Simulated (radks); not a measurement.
The numbers below are computed, except where a source is named.
Ionisation of Si+, [Ne] 3s2 3p1, to Si2+, [Ne] 3s2, under several functionals. Non-relativistic Kohn-Sham, spin-unpolarised, spherical densities, point nucleus; a radial shooting solver on a logarithmic mesh with Libxc functionals.

functional,E(Si+) (hartree),Exc (hartree),IE (eV),-e(HOMO) (eV),<r> HOMO (bohr),IE error (eV)
PBE,-288.91791,-20.36263,16.005,11.667,2.458,-0.341
PBEsol,-288.38349,-19.80974,15.976,11.638,2.453,-0.370
HCTH/407,-289.08201,-20.55465,16.126,11.796,2.470,-0.220
RPBE,-289.04238,-20.49173,15.982,11.656,2.467,-0.364
SCAN,-289.06476,-20.52776,15.846,11.592,2.442,-0.500
exchange-only PBE,-288.45542,-19.88564,15.192,10.858,2.508,-1.154
TASK exchange with Perdew-Wang LDA correlation,-288.94294,-20.39944,15.788,11.638,2.432,-0.558
"LDA (Slater exchange, Perdew-Wang correlation)",-287.90586,-19.31385,16.120,11.758,2.450,-0.226
BP86,-289.09023,-20.54065,16.115,11.769,2.448,-0.231

NIST Atomic Spectra Database: 16.346 eV (measured). Closest: HCTH/407. The Delta-SCF values span 0.93 eV, the total energies 1.18 hartree. The highest occupied level is 3p. Spin polarisation and multiplet splitting are left out, so open shells lie too high by an amount that depends on their filling.

Beside tabulated values, note that spin-unpolarised runs miss the spin-polarisation part of the exchange energy of open shells.
